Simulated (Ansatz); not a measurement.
Two isomers of H5O2Si2: A = `O[Si](O)[SiH3]`•, B = `O[SiH]O[SiH3]`•.

Isolated molecules relaxed with PBE0-D4/def2-TZVP in Ansatz; ΔE leaves out vibrations. CCSD(T)/CBS is the MP2 limit (def2-TZVPP, def2-QZVPP) plus CCSD(T) − MP2 in def2-TZVPP, frozen cores. DFT in def2-TZVPP. B3LYP here is the variant with VWN-RPA as its local correlation; programs differ in this. Open shells (•) are unrestricted, without spin–orbit coupling. Each species was taken in one conformer, which may not be the lowest.

Question: Which isomer does CCSD(T)/CBS put lower? Give the gap. (Estimate.)

Answer: Ansatz gave: B, by 23.0 kcal/mol.

Question: Give E(B) − E(A) in kcal/mol with BLYP-D4, MP2/def2-TZVPP, CCSD/def2-TZVPP, PBE0-D4, LDA (SPW92), B3LYP-D4, B2PLYP. (Estimate.)

Answer: Computed: BLYP-D4 -20.7, MP2/def2-TZVPP -25.8, CCSD/def2-TZVPP -24.3, PBE0-D4 -18.7, LDA (SPW92) -16.3, B3LYP-D4 -22.5, B2PLYP -24.1. None reverses the order clearly.

Question: Does the order hold for the free energy at 298.15 K (harmonic terms from PBE0-D4)? (Best estimate.)

Answer: The calculation gave: Yes: G(B) − G(A) = -24.7 kcal/mol, for one conformer each. Modes under 60 cm⁻¹, often nearly free rotors, make the harmonic entropy too high.

Largest T1 diagnostic: 0.016.

In def2-TZVPP, CCSD(T) changes the Hartree–Fock value by +7.4 kcal/mol (the triples alone add +1.0 kcal/mol) and MP2 by +5.0 kcal/mol. From BLYP to BHLYP (50 % exact exchange), in def2-TZVPP and without D4, E(B) − E(A) moves by −5.0 kcal/mol.
